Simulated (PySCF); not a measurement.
Species: C5H8N2O.
Numbering: `[CH3:1][NH:2][C:3](=[O:4])[C@H:5]([CH3:6])[C:7]#[N:8]` (hydrogens: H9, H10, H11 on C1; H12 on N2; H13 on C5; H14, H15, H16 on C6)

Structure used (GFN2-xTB), in Å, numbered top down from 1:
```
atom  x, y, z in Å
C1     2.4877    0.2284   -0.1051
N2     1.0553    0.2511   -0.2798
C3     0.2011    0.2583    0.7600
O4     0.5363    0.2068    1.9204
C5    -1.2862    0.2672    0.3488
C6    -1.7311   -1.1747    0.0613
C7    -1.5031    1.1060   -0.7991
N8    -1.6433    1.7581   -1.7292
H9     2.9213   -0.6223   -0.6331
H10    2.9372    1.1503   -0.4786
H11    2.6884    0.1350    0.9609
H12    0.7019    0.3604   -1.2184
H13   -1.8563    0.6659    1.1952
H14   -1.1786   -1.5872   -0.7811
H15   -1.5448   -1.7905    0.9379
H16   -2.7935   -1.2039   -0.1716
```

Method used: TDDFT PBE0/def2-SVPD, vertical, gas phase, core orbitals frozen in the response (PySCF 2.14.0, density-fitted response routines).

Each state is given a Gaussian of 0.25 eV full width at half maximum, with ε(max) = 2.175×10⁸ f / Δν̃ (Δν̃ the width in cm⁻¹). The width is an assumption, not a result. The curve ends short of the highest state used, and states not computed would add to its high-energy end.

E (eV), ε (L mol⁻¹ cm⁻¹) and a bar:
```
     5.47          1 
     5.50          2 
     5.54          6 #
     5.58         18 ##
     5.62         41 ####
     5.66         84 #######
     5.70        148 #############
     5.74        227 ####################
     5.78        301 ##########################
     5.82        347 ##############################
     5.86        348 ##############################
     5.90        302 ##########################
     5.94        227 ####################
     5.98        149 #############
     6.02         84 #######
     6.06         41 ####
     6.10         18 ##
     6.14          7 #
     6.18          2 
     6.22          1 
     6.26          0 
     6.30          0 
     6.34          0 
     6.37          0 
     6.41          0 
     6.45          0 
     6.49          0 
     6.53          1 
     6.57          4 
     6.61         17 #
```

Problem. Locate the maxima and give the states behind the curve.

Solution. 212 nm (5.84 eV), ε about 350, made up of S1 (100%) (ε in L mol⁻¹ cm⁻¹; maxima over ε = 5, shares over 10%). At its high-energy end, 6.61 eV, the curve is still rising (ε about 17, from S2, S3 and S4). The states used: S1 5.84 eV (f 0.0033); S2 6.94 eV (f 0.011); S3 6.98 eV (f 0.020); S4 7.04 eV (f 0.069); S5 7.17 eV (f 0.0045); S6 7.21 eV (f 0.033).

Problem. What would ε be at 5.84 eV, the highest of these maxima, with half the width (0.125 eV)?

Solution. About 708 L mol⁻¹ cm⁻¹ against 354, a factor of about 2.00; a lone state at its own centre would give exactly 2.

Problem. Coming from long wavelengths, where does ε first pass 100 L mol⁻¹ cm⁻¹?

Solution. At about 219 nm (5.67 eV), 0.17 eV below S1.

Problem. On this curve, what absorbance would a 10⁻³ mol/L sample give at 222 nm over a 1 cm path?

Solution. 222 nm is 5.585 eV, where ε is about 20 L mol⁻¹ cm⁻¹, so A = ε c l ≈ 0.02 (Beer–Lambert, with the gas-phase spectrum and the assumed width).

One conformer stands for the species.
